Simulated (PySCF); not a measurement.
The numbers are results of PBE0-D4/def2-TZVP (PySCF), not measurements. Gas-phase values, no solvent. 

Reference species (SMILES): `Br[B]Br` (neutral, multiplicity 2).

```json
{
 "dipole_moment": "0.42 D"
}
```

Changed species: `F[B]F` (radical fragment; the reference has radical fragment).

What does the change do to the dipole moment?

the dipole moment drops by 0.15 D, to 0.27 D.
